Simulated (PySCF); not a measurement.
## Electronic structure of I (iodine, neutral) at the UHF level

Configuration: [Kr] 4d10 5s1 5p5 6s1, high-spin 4P determinant (an excited configuration). Calculation: PySCF 2.14, in aug-cc-pVTZ-PP with one added diffuse shell each of d, f type with ECP28MDF (6s5p5d3f, 67 functions); a scalar-relativistic core potential.

```json
{"Total energy": "-293.983501 hartree", "One-electron energy": "-508.3540 hartree", "Hartree (Coulomb) energy": "235.1566 hartree", "Exchange energy": "-20.7860 hartree", "⟨S²⟩": "3.7645", "⟨L²⟩": "2.185", "Sum of ⟨r⟩": "34.81 bohr", "Sum of ⟨r²⟩": "82.89 bohr²", "Traceless quadrupole moment −½Σ⟨3z² − r²⟩ along its main axis": "-2.05 e·bohr²"}
```

| shell | electrons | mean orbital energy (hartree) | spread (hartree) | rms radius, mean of both spins (bohr) |
| --- | --- | --- | --- | --- |
| 4s α | 1 | -7.97217 | 0 | 0.796 |
| 4s β | 1 | -7.93689 | 0 | 0.796 |
| 4p α | 3 | -5.79493 | 0.02154 | 0.853 |
| 4p β | 3 | -5.77213 | 0.00359 | 0.853 |
| 4d α | 5 | -2.51919 | 0.02369 | 0.995 |
| 4d β | 5 | -2.49827 | 0.01297 | 0.995 |
| 5s α | 1 | -1.13382 | 0 | 2.05 |
| 5p α | 3 | -0.59230 | 0.05367 | 2.52 |
| 5p β | 2 | -0.44449 | 0 | 2.52 |
| 6s α | 1 | -0.11568 | 0 | 5.59 |

Energies and moments cover only the electrons outside the core potential. The outer electron is Rydberg-like, and this basis confines it to a smaller radius and binds it less than a complete one would.
